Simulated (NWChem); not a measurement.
System: C₄H₅FO; SMILES C=COC(F)=C

Input file for NWChem:

```
start job
memory heap 200 mb stack 900 mb global 1100 mb
geometry units angstroms noautosym nocenter noautoz
  C      0.452162     1.874863    -0.575875
  C     -0.508147     1.449971     0.240092
  O     -0.809363     0.143334     0.585600
  C     -0.018779    -0.868182     0.156530
  C     -0.452385    -1.926833    -0.515065
  F      1.261200    -0.738597     0.547029
  H      1.158442     1.211639    -1.061204
  H      0.545578     2.938265    -0.763849
  H     -1.209305     2.109356     0.738910
  H      0.221513    -2.742764    -0.741054
  H     -1.487230    -1.983268    -0.824540
end
basis spherical
  C library def2-svp
  O library def2-svp
  F library def2-svp
  H library def2-svp
end
dft
  xc m05-2x
  iterations 150
end
cosmo
  do_cosmo_smd true
  solvent water
end
task dft energy
```

NWChem printed, in part:

```
             Northwest Computational Chemistry Package (NWChem) 7.3.0
             --------------------------------------------------------

                             Geometry "geometry" -> ""
                             -------------------------

 Output coordinates in angstroms (scale by  1.889725989 to convert to a.u.)

  No.       Tag          Charge          X              Y              Z
 ---- ---------------- ---------- -------------- -------------- --------------
    1 C                    6.0000     0.45216200     1.87486300    -0.57587500
    2 C                    6.0000    -0.50814700     1.44997100     0.24009200
    3 O                    8.0000    -0.80936300     0.14333400     0.58560000
    4 C                    6.0000    -0.01877900    -0.86818200     0.15653000
    5 C                    6.0000    -0.45238500    -1.92683300    -0.51506500
    6 F                    9.0000     1.26120000    -0.73859700     0.54702900
    7 H                    1.0000     1.15844200     1.21163900    -1.06120400
    8 H                    1.0000     0.54557800     2.93826500    -0.76384900
    9 H                    1.0000    -1.20930500     2.10935600     0.73891000
   10 H                    1.0000     0.22151300    -2.74276400    -0.74105400
   11 H                    1.0000    -1.48723000    -1.98326800    -0.82454000

 Effective nuclear repulsion energy (a.u.)     229.5260186895

                                 NWChem DFT Module
                                 -----------------

 Summary of "ao basis" -> "ao basis" (spherical)
 ------------------------------------------------------------------------------
       Tag                 Description            Shells   Functions and Types
 ---------------- ------------------------------  ------  ---------------------
 C                          def2-svp                 6       14   3s2p1d
 O                          def2-svp                 6       14   3s2p1d
 F                          def2-svp                 6       14   3s2p1d
 H                          def2-svp                 3        5   2s1p

 in cosmo_initialize ...
 calling solv_data for solv:h2o

 solvent parameters
 solvname_short: h2o
 solvname_long:  water
 dielec:       78.4000
 dielecinf:     1.7769
 aqueous SMD model solvent descriptors
 dielec:       78.4000
 sola:          0.8200

          ---------------
          -cosmo- solvent
          ---------------
 Cosmo: York-Karplus, doi: 10.1021/jp992097l
 dielectric constant -eps-     =  78.40
 screen = (eps-1)/(eps    )    =   0.98724
 surface charge correction     = lagrangian

   van der Waals surface
 --------------------------

[...]

                                COSMO-SMD solvation results
                                ---------------------------

             internal energy in gas <Psi(g)|H|Psi(g)> =      -330.134877615197
         internal energy in solvent <Psi(s)|H|Psi(s)> =      -330.134031138011
                               delta internal energy  =         0.000846477185 (    0.53 kcal/mol)
   total free energy in solvent <Psi(s)|H+V/2|Psi(s)> =      -330.142395119838
 polarization energy contribution <Psi(s)|V/2|Psi(s)> =        -0.008363981827 (   -5.25 kcal/mol)
    total free energy in solvent including G(SMD-CDS) =      -330.133338371240
                       G(SMD-CDS) energy contribution =         0.009056748598 (    5.68 kcal/mol)
     1 M fixed-concentration free energy of solvation =         0.001539243956 (    0.97 kcal/mol)

                       DFT Final Molecular Orbital Analysis
                       ------------------------------------

 Vector   21  Occ=2.000000D+00  E=-4.540374D-01
              MO Center= -4.8D-02,  1.2D+00, -6.3D-02, r^2= 3.2D+00
   Bfn.  Coefficient  Atom+Function         Bfn.  Coefficient  Atom+Function
  ----- ------------  ---------------      ----- ------------  ---------------
    95      0.287352   9 H  s                85      0.265609   7 H  s
    18     -0.222976   2 C  px                4      0.203044   1 C  px
     5     -0.187191   1 C  py               75      0.165226   6 F  py
     6     -0.157581   1 C  pz               90     -0.150273   8 H  s
    47      0.149370   4 C  py               20      0.145400   2 C  pz

 Vector   22  Occ=2.000000D+00  E=-3.368815D-01
              MO Center= -1.3D-01, -1.9D-01, -1.2D-01, r^2= 3.8D+00
   Bfn.  Coefficient  Atom+Function         Bfn.  Coefficient  Atom+Function
  ----- ------------  ---------------      ----- ------------  ---------------
    62      0.282871   5 C  pz               48      0.267202   4 C  pz
     6     -0.216515   1 C  pz               65      0.203629   5 C  pz
    18     -0.177957   2 C  px               20     -0.174240   2 C  pz
    76      0.163951   6 F  pz               32      0.155472   3 O  px
    51      0.145817   4 C  pz                9     -0.142638   1 C  pz

 Vector   23  Occ=2.000000D+00  E=-3.139899D-01
              MO Center= -1.5D-01,  3.1D-01, -1.4D-01, r^2= 3.7D+00
   Bfn.  Coefficient  Atom+Function         Bfn.  Coefficient  Atom+Function
  ----- ------------  ---------------      ----- ------------  ---------------
    34      0.294906   3 O  pz               37      0.249992   3 O  pz
     6     -0.231519   1 C  pz               62     -0.223934   5 C  pz
     4     -0.216204   1 C  px               20     -0.200404   2 C  pz
     9     -0.188367   1 C  pz               65     -0.182235   5 C  pz
     7     -0.177935   1 C  px               48     -0.175704   4 C  pz

 Vector   24  Occ=0.000000D+00  E= 4.390506D-02
              MO Center= -1.4D-01,  2.4D-01, -1.8D-01, r^2= 4.4D+00
   Bfn.  Coefficient  Atom+Function         Bfn.  Coefficient  Atom+Function
  ----- ------------  ---------------      ----- ------------  ---------------
    51     -0.400027   4 C  pz               23      0.385922   2 C  pz
    65      0.379320   5 C  pz                9     -0.362812   1 C  pz
     7     -0.336309   1 C  px               21      0.307409   2 C  px
    48     -0.308512   4 C  pz               20      0.247272   2 C  pz
    62      0.227861   5 C  pz               64     -0.226000   5 C  py

 Vector   25  Occ=0.000000D+00  E= 7.511223D-02
              MO Center= -1.3D-01,  7.8D-02, -1.1D-01, r^2= 4.2D+00
   Bfn.  Coefficient  Atom+Function         Bfn.  Coefficient  Atom+Function
  ----- ------------  ---------------      ----- ------------  ---------------
    65      0.422662   5 C  pz                9      0.416886   1 C  pz
    23     -0.356878   2 C  pz               50      0.356548   4 C  py
    17     -0.346546   2 C  s                48     -0.315730   4 C  pz
    21     -0.310542   2 C  px               51     -0.307212   4 C  pz
    20     -0.264603   2 C  pz               62      0.224178   5 C  pz

 Vector   26  Occ=0.000000D+00  E= 1.436774D-01
              MO Center= -4.1D-01,  1.8D+00, -9.9D-02, r^2= 7.2D+00
   Bfn.  Coefficient  Atom+Function         Bfn.  Coefficient  Atom+Function
  ----- ------------  ---------------      ----- ------------  ---------------
    91      1.256633   8 H  s                96      1.191468   9 H  s
     3     -0.962609   1 C  s                59     -0.753354   5 C  s
   106      0.650866  11 H  s                22     -0.566822   2 C  py
    17     -0.561864   2 C  s                45      0.464696   4 C  s
    31     -0.424207   3 O  s                 8     -0.368752   1 C  py

     Multipole analysis of the density
     ---------------------------------

     L   x y z        total         alpha         beta         nuclear
     -   - - -        -----         -----         ----         -------
     0   0 0 0     -0.000000    -23.000000    -23.000000     46.000000

     1   1 0 0     -0.257365     -1.018743     -1.018743      1.780122
     1   0 1 0      0.223415      0.856788      0.856788     -1.490160
     1   0 0 1     -0.419951     -2.846536     -2.846536      5.273122

     2   2 0 0    -26.106501    -64.700075    -64.700075    103.293648
     2   1 1 0     -0.122912      0.867748      0.867748     -1.858409
     2   1 0 1     -0.884519     -0.488781     -0.488781      0.093043
     2   0 2 0    -20.700876   -173.877975   -173.877975    327.055074
     2   0 1 1      1.367151      1.609611      1.609611     -1.852071
     2   0 0 2    -26.653765    -36.531013    -36.531013     46.408261
```

Level: M05-2X/def2-SVP, SMD on the gas-phase geometry. Geometry: optimised at B3LYP/6-31G* (spherical d). Solvent: water.
